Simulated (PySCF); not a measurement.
Gas-phase equilibrium of 1 mol SnCl4, 66 mol H2O at 800 K and 0.00133 bar, among 27 species (ClO, SnCl4, O2, HCl, O, SnH2, HO2, SnO, SnHCl3, SnCl3, H2O, H, HOCl, H2O2, O3, H2, SnH4, SnCl2, SnH2Cl2, Cl, Cl2, SnO2, SnH3Cl, Sn2O2, SnHCl, Sn(OH)2, OH). Only gases are allowed; each row takes one source of thermochemistry for all species, and Cantera finds the minimum.

Method: PySCF energies plus ideal-gas RRHO corrections (1 bar). † marks an energy on the PBE0/def2-TZVP geometry and frequencies; other levels use their own. Open shells (unrestricted) among the columns below: O2 (multiplicity 3), SnCl3 (multiplicity 2), Cl (multiplicity 2, electronic degeneracy 6); the rest are closed-shell singlets. Spin-orbit splitting is ignored; it lowers the true energy and changes the entropy of Cl. B3LYP is the form with VWN-RPA correlation. Sn: scalar-relativistic def2 core potential, no spin-orbit coupling. SnCl3, Sn(OH)2: computed as isolated molecules; such fragments, hydroxides, amides, oligomers or adducts are transient or little studied in the gas. The harmonic model lacks anharmonicity and excited electronic states, which grow with temperature; levels with a mode under 35 cm⁻¹ are left out. Internal rotation in Sn(OH)2 is treated as a harmonic vibration of one conformer, which makes the entropy rough. Soft modes under 120 cm⁻¹ make the harmonic entropy rough for SnCl4, SnCl3, SnCl2.

Molecules larger than those listed are left out. Also missing: (SnO)n, which can matter at low temperature or high pressure.

Mole fractions:

```tsv
thermochemistry	x H2O	x HCl	x SnCl2	x SnCl4	x O2	x Sn(OH)2	x Cl	x SnCl3
B3LYP/def2-TZVP†	0.95	0.029	0.014	0.00010	0.0072	1.7e-7	4.1e-7	8.4e-8
BLYP/def2-TZVP†	0.95	0.029	0.015	9.0e-7	0.0073	7.2e-7	1.6e-7	1.7e-8
PBE/def2-SVP	0.95	0.029	0.015	4.8e-5	0.0073	1.6e-7	7.3e-9	2.1e-7
ωB97M-V/def2-TZVP†	0.97	0.010	0.0052	0.0096	0.0026	6.6e-7	4.0e-8	1.5e-7
```
The most sensitive of these is SnCl4: it spans a factor of 10^4.0 over these rows; at this temperature one factor of ten is RT ln 10 = 15 kJ/mol.
